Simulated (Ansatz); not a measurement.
Cost and result up the ladder for BeH2 (3 atoms). Charge 0, multiplicity 1. Geometry: PBE-D4/def2-TZVP.

| atom | x (Å) | y (Å) | z (Å) |
| --- | --- | --- | --- |
| Be1 | 0.000 | 0.000 | 0.000 |
| H2 | -0.695 | -0.927 | 0.678 |
| H3 | 0.695 | 0.926 | -0.678 |

Ansatz on 4 threads of Intel Xeon on a shared host. Times are rough, and most runs start from the orbitals of an earlier one. CAM-B3LYP-D4/def2-TZVP serves as the yardstick here, not as an exact answer. Differences are given only for rows in sets of like size (and for xTB, whose basis is part of the method), since another set adds its own error. Binding counts from free atoms at the same level (Be singlet, H doublet; other spins of the atoms weren't run), without zero-point energy or a counterpoise term.

B3LYP takes the VWN-RPA correlation. Correlated methods freeze no core orbitals.

Correlated methods converge slowly with the basis.

| level | functions | wall time |
| --- | --- | --- |
| HF/STO-3G | 7 | 0.1 s |
| HF/6-31G | 13 | 0.15 s |
| PBE-D4/def2-TZVP | 31 | 0.25 s |
| MP2/def2-TZVP | 31 | 0.25 s |
| PBE0-D4/def2-SVP | 19 | 0.31 s |
| B3LYP-D4/def2-TZVP (with forces) | 31 | 0.35 s |
| PBE0-D4/def2-TZVP | 31 | 0.35 s |
| BLYP-D4/def2-TZVP | 31 | 0.36 s |
| B3LYP-D4/6-31G | 13 | 0.36 s |
| CAM-B3LYP-D4/def2-TZVP | 31 | 0.41 s |
| r2SCAN-D4/def2-TZVP | 31 | 0.66 s |
| CCSD(T)/def2-TZVPP | 47 | 0.66 s |
| B97M-V/def2-TZVP | 31 | 0.77 s |
| r2SCANh-D4/def2-TZVP | 31 | 0.81 s |

(1) Estimate what each level gives for the binding energy per atom (eV).

Answers

(1) 
| level | binding energy per atom (eV) | difference from CAM-B3LYP-D4/def2-TZVP (eV) |
| --- | --- | --- |
| HF/STO-3G | 2.49 | – |
| HF/6-31G | 1.78 | – |
| PBE-D4/def2-TZVP | 2.12 | -0.11 |
| MP2/def2-TZVP | 2.01 | -0.21 |
| PBE0-D4/def2-SVP | 2.15 | – |
| B3LYP-D4/def2-TZVP (with forces) | 2.23 | 0.00 |
| PBE0-D4/def2-TZVP | 2.13 | -0.10 |
| BLYP-D4/def2-TZVP | 2.20 | -0.03 |
| B3LYP-D4/6-31G | 2.23 | – |
| CAM-B3LYP-D4/def2-TZVP | 2.23 | 0.00 |
| r2SCAN-D4/def2-TZVP | 2.19 | -0.04 |
| CCSD(T)/def2-TZVPP | 2.06 | -0.16 |
| B97M-V/def2-TZVP | 2.21 | -0.02 |
| r2SCANh-D4/def2-TZVP | 2.19 | -0.04 |
